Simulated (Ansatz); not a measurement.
Name a neutral molecule of C, Ge, N, S and H with HOMO–LUMO gap (ωB97M-V/def2-TZVPP) between 10.35 and 10.65 eV and LUMO energy (ωB97M-V/def2-TZVPP) between 1.55 and 1.85 eV (Ansatz, PBE0-D4/def2-TZVP geometry).

`[NH2][GeH]1[CH2][S]1` (10.54 eV, 1.76 eV). Other molecules can fit too; these were computed, each in one conformer that needn't be the lowest.
